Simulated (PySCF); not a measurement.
BFH, SMILES F[BH] (connectivity only; charge and spin as stated), charge +1, multiplicity 1.

Geometry optimised at ωB97X-D3(BJ)/def2-TZVPD. The spin state was assumed, not searched. The isomer is the one that the SMILES or the coordinates give; other isomers of the formula were not compared.

Lowest vertical singlet excitation by several levels in PySCF, with rough processor times relative to the cheapest run on one machine. Each run also gave further roots (ADC and EOM-CCSD ionised and attached states too); roots are paired by order and the bases differ. EOM-CCSD serves as a yardstick, not as the true value; all levels that ended soundly for this molecule are listed, with differences from unrounded values.

| level | relative cost |
|---|---|
| TDDFT-B3LYP/def2-TZVPD | 1 |
| TDA-LC-ωPBE/def2-TZVPD | 1 |
| EOM-CCSD/aug-cc-pVDZ | 2 |
| ADC(3)/aug-cc-pVDZ | 6 |

Computed S1 at each level and its distance from EOM-CCSD:
| level | S1 (eV) | S1 minus EOM-CCSD (eV) |
|---|---|---|
| TDDFT-B3LYP/def2-TZVPD | 11.07 | -0.45 |
| TDA-LC-ωPBE/def2-TZVPD | 11.38 | -0.15 |
| EOM-CCSD/aug-cc-pVDZ | 11.52 | 0.00 |
| ADC(3)/aug-cc-pVDZ | 11.33 | -0.19 |
